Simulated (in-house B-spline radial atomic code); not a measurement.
# Rb²⁺: [Ar] 3d10 4s2 (4p1/2)1 (4p3/2)4 (with a hole in an inner shell)

Computed with a B-spline radial code for spherical atoms: Dirac-Kohn-Sham PBE0, spherical fractional occupations, Fermi nucleus of rms radius 4.2036 fm.

Effective charges: Z_r = [3n² - l(l+1)]/(2<r>) from the radius, Z_e = n√(-2ε) from the energy, and Slater's rules. Values are occupation-weighted means over j. An effective charge above Z reflects the relativistic contraction of the inner shells.

```json
{"shell": "1s", "electrons": "2", "ε (eV)": "-15115", "<r> (bohr)": "0.04029", "Z_r": "37.23", "Z_e": "33.33", "Slater": "36.70"}
{"shell": "2s", "electrons": "2", "ε (eV)": "-2053.2", "<r> (bohr)": "0.1774", "Z_r": "33.82", "Z_e": "24.57", "Slater": "32.85"}
{"shell": "2p", "electrons": "6", "ε (eV)": "-1821.6", "<r> (bohr)": "0.155", "Z_r": "32.26", "Z_e": "23.14", "Slater": "32.85"}
{"shell": "3s", "electrons": "2", "ε (eV)": "-329.33", "<r> (bohr)": "0.5094", "Z_r": "26.50", "Z_e": "14.76", "Slater": "25.75"}
{"shell": "3p", "electrons": "6", "ε (eV)": "-254.32", "<r> (bohr)": "0.5177", "Z_r": "24.15", "Z_e": "12.97", "Slater": "25.75"}
{"shell": "3d", "electrons": "10", "ε (eV)": "-129.94", "<r> (bohr)": "0.524", "Z_r": "20.04", "Z_e": "9.27", "Slater": "15.85"}
{"shell": "4s", "electrons": "2", "ε (eV)": "-53.214", "<r> (bohr)": "1.426", "Z_r": "16.84", "Z_e": "7.91", "Slater": "9.60"}
{"shell": "4p", "electrons": "5", "ε (eV)": "-35.156", "<r> (bohr)": "1.642", "Z_r": "14.01", "Z_e": "6.43", "Slater": "9.60"}
```

The least bound orbital is 4p1/2 at -34.6 eV, while the most diffuse is 4p3/2 (<r> = 1.646 bohr against 1.626 bohr): energy order and size order differ.

For the 1s electron the small component carries 1.81 % of the norm, the zero-frequency Breit interaction raises the level by 25.77 eV, self-energy by 13.76 eV, and vacuum polarisation lowers it by 1.456 eV.

Caution: exact exchange at fractional occupations of open shells leaves self-interaction of up to several eV.
